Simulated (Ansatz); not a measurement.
Program: Ansatz. Geometries: PBE0-D4/def2-TZVP. ΔE: electronic, gas phase. CCSD(T)/CBS is the MP2 limit (def2-TZVPP, def2-QZVPP) plus CCSD(T) − MP2 in def2-TZVPP, frozen cores. Functionals use def2-TZVPP. B3LYP here is the variant with VWN-RPA as its local correlation; programs differ in this. HSE06 is defined as in plane-wave codes. def2 core potentials past Kr. For Sn outer-core shells are correlated without core-valence functions, which leaves a few kJ/mol of doubt a bond. One conformer a species, not always the lowest.

Reaction (substitution at a C–O bond): `C[O][Sn]([F])([F])[O]C` + `C[NH][AlH][F]` → `C[N](C)[AlH][F]` + `C[O][Sn]([OH])([F])[F]`

`C[O][Sn]([F])([F])[O]C`:

Z-matrix (Å, degrees):
```
C
O 1 1.419
H 1 1.092 2 106.9
H 1 1.094 2 112.3 3 -118.8
H 1 1.095 2 111.8 3 118.5
Sn 2 1.927 1 121.1 3 172.4
F 6 1.896 2 108.4 1 -38.6
F 6 1.896 2 106.8 1 -155.9
O 6 1.927 2 117.3 1 82.3
C 9 1.419 6 121.1 2 82.3
H 10 1.092 9 106.9 6 172.4
H 10 1.095 9 111.8 6 -69.1
H 10 1.094 9 112.3 6 53.6
```

`C[NH][AlH][F]`:

Z-matrix (Å, degrees):
```
C
N 1 1.448
H 1 1.096 2 112.3
H 1 1.093 2 110.0 3 119.1
H 1 1.096 2 112.3 3 -121.7
Al 2 1.758 1 127.2 3 -119.0
H 2 1.009 1 112.3 3 61.0
F 6 1.652 2 117.9 1 -180.0
H 6 1.571 2 122.1 1 0.0
```

`C[N](C)[AlH][F]`:

Z-matrix (Å, degrees):
```
C
N 1 1.444
H 1 1.092 2 110.7
H 1 1.099 2 111.5 3 -120.1
H 1 1.099 2 111.4 3 120.1
C 2 1.443 1 112.9 3 -180.0
Al 2 1.762 1 124.3 3 0.0
H 6 1.094 2 110.9 1 180.0
H 6 1.099 2 111.6 1 -60.0
H 6 1.099 2 111.6 1 60.0
F 7 1.652 2 117.5 1 0.1
H 7 1.571 2 122.2 1 -179.9
```

`C[O][Sn]([OH])([F])[F]`:

Cartesian coordinates in Å:
```
C -0.038 1.660 0.616
O 0.816 0.869 -0.198
Sn 0.312 -0.912 -0.710
O -0.191 -1.995 0.807
F -1.139 -0.930 -1.940
F 1.778 -1.651 -1.646
H 0.506 2.578 0.844
H -0.963 1.926 0.095
H -0.289 1.163 1.558
H -0.792 -2.709 0.574
```

| level | ΔE (eV) |
| --- | --- |
| LDA (SPW92) | -0.43 |
| B3LYP-D4 | -0.31 |
| r2SCANh-D4 | -0.35 |
| HSE06 | -0.35 |

Question: What does CCSD(T)/CBS give? (Estimate.)

Answer: Ansatz gave: -0.34 eV. The listed levels differ from it by -0.09, 0.03, -0.01, -0.01 eV.

Largest T1 diagnostic among the species: 0.015.

Leaving LDA and LC-ωPBE aside and taking each functional with its dispersion term where it has one, the values, not all of them listed here, spread over 0.07 eV, from PBE-QIDH to BLYP-D4. LDA lies −0.10 eV from PBE without D4. From BLYP to BHLYP (50 % exact exchange), in def2-TZVPP and without D4, ΔE moves by −0.03 eV. In def2-TZVPP, CCSD(T) changes the Hartree–Fock value by −0.12 eV (the triples alone add −0.01 eV) and MP2 by −0.17 eV.
